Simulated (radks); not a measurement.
Task: These are the eigenvalues of the occupied orbitals of an atom or ion with whole-number occupations (eV). Method: scalar-relativistic Kohn-Sham, PBE, spin-unpolarised, spherical densities, point nucleus; computed with a radial shooting solver on a logarithmic mesh with Libxc functionals.

orbital  eigenvalue
1s        -71599.74
2s        -14065.72
2p        -12564.68
3s        -4737.430
3p        -4290.833
3d        -3794.994
4s        -2281.083
4p        -2111.772

Which element is it, and in what charge state? The configuration may be excited.

Result: Z = 74, tungsten, charge +43: W43+ in [Ar] 3d10 4s2 4p1. The list shows which subshells hold electrons but not how many an open one holds; the 1s level, -2631.2 hartree, gives Z - s = 72.5 by -(Z - s)^2/2, which with screening and relativity narrows Z to a few neighbours, and the depths of the outer levels then fix element, charge and occupations together.
